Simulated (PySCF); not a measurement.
CH2F, SMILES [CH2]F (connectivity only; charge and spin as stated), charge +1, multiplicity 1.

Geometry: PBE0-D3(BJ)/def2-TZVPD. The spin state was assumed, not searched. The isomer is the one that the SMILES or the coordinates give; other isomers of the formula were not compared.

Two levels are set side by side: PBE/def2-TZVPD (PySCF) and M06-2X/def2-TZVPD (PySCF). Same geometry, gas phase. Differences are taken from unrounded values.

```tsv
quantity	M06-2X
orbital gap (eV)	11.25
highest occupied level (eV)	-21.67
lowest empty level (eV)	-10.41
mean polarisability (bohr³)	10.4
```

What does PBE give, and how far is it from M06-2X? (The exact figures need the calculation; the answer reports its results.)


```json
[
 {"quantity": "orbital gap (eV)", "PBE": "4.79", "PBE minus M06-2X": "-6.46"},
 {"quantity": "highest occupied level (eV)", "PBE": "-18.01", "PBE minus M06-2X": "3.65"},
 {"quantity": "lowest empty level (eV)", "PBE": "-13.22", "PBE minus M06-2X": "-2.81"},
 {"quantity": "mean polarisability (bohr³)", "PBE": "10.8", "PBE minus M06-2X": "0.4"}
]
```

PBE's occupied levels lie high since its potential decays too fast outside the molecule; exact exchange lowers them and widens the gap. Loosely held outer electrons make PBE densities more polarisable. Differences between two approximate levels are no errors against the true value.

Rough cost on one machine, each run with all the roots and properties that it gave: M06-2X against PBE about 4 times.
